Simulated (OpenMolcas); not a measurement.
# Fe3+ in Cs2NaYCl6: curves along the breathing mode

Fe3+ with its 6 nearest chloride ions, on the Y site of Cs2NaYCl6 (a = 10.7396 Å, distance in the model lattice 2.619 Å). The rest of the host is ab initio model potentials to 7.6 Å, with orthogonalisation functions on the cations behind the ligands, and point charges beyond; the distance is set by hand and nothing relaxes. Ligand basis ANO-RCC-VDZP.

```yaml
Program: OpenMolcas
Method: CASSCF
Basis: ANO-RCC-VDZP [5s4p2d1f]
Scalar_Hamiltonian: DKH2, point nucleus
Active_space: 5 electrons in 5 orbitals (3d)
State_averaging: 2S+1 = 6 even, 1 root; 2S+1 = 4 even, 24 roots; 2S+1 = 2 even, 75 roots
Spin-orbit_coupling: state interaction with AMFI integrals over the reference wave functions
```

Spin-free energies (labels of O, the rotations of Oh) in cm-1 above the lowest fitted minimum, as all ligands move together:

| R (Å) | 6A1 | 4T1 | 4T2 | 4A1 | 4E | 2T2 | 4T2(2) |
| --- | --- | --- | --- | --- | --- | --- | --- |
| 2.316 | 3080 | 27400 | 32980 | 34950 | 35450 | 36110 | 41700 |
| 2.371 | 500 | 26260 | 31420 | 32710 | 33180 | 36120 | 39720 |
| 2.425 | 60 | 27020 | 31780 | 32570 | 33010 | 37850 | 39840 |
| 2.48 | 1430 | 29420 | 33790 | 34180 | 34600 | 41070 | 41700 |
| 2.535 | 4350 | 33220 | 37210 | 37300 | 37710 | 45570 | 45060 |
| 2.589 | 8520 | 38120 | 41780 | 41640 | 42030 | 51050 | 49610 |
| 2.644 | 13940 | 44160 | 47520 | 47200 | 47580 | 57600 | 55360 |

Cubic fits give the following; the wavenumber is harmonic, with the mass of all moving ligands, small differences in it between states hang on the degree of the fit, a number in brackets counts states of one label, and the table is a selection of at most 14 states with clean curves.

```csv
State,R0 (Å),Breathing mode (cm-1),Minimum (cm-1)
6A1,2.411,316,0
4T1,2.375,311,26280
4T2,2.387,308,31370
4A1,2.403,315,32410
4E,2.404,315,32870
2T2,2.342,307,35900
4T2(2),2.395,317,39560
4E(2),2.402,315,40600
2T1,2.372,310,41000
2A2,2.373,310,41840
4T1(2),2.425,315,44460
2T2(2),2.376,309,43480
2A1,2.400,314,45950
2E,2.383,306,45290
```

Without dynamic correlation the repulsion within the d shell is too large (B by tens of per cent), so at a given field states of lower spin stand too high. Ligand-to-metal charge-transfer states are missing. With no ligand orbital active B as a rule stays too high, so bands that hang on it stand too high and its fall with covalency is understated. With metal d orbitals alone and no dynamic correlation the field as a rule comes out too small, by tens of per cent, by up to half for chloride and softer ligands. No measured value stands beside these numbers.
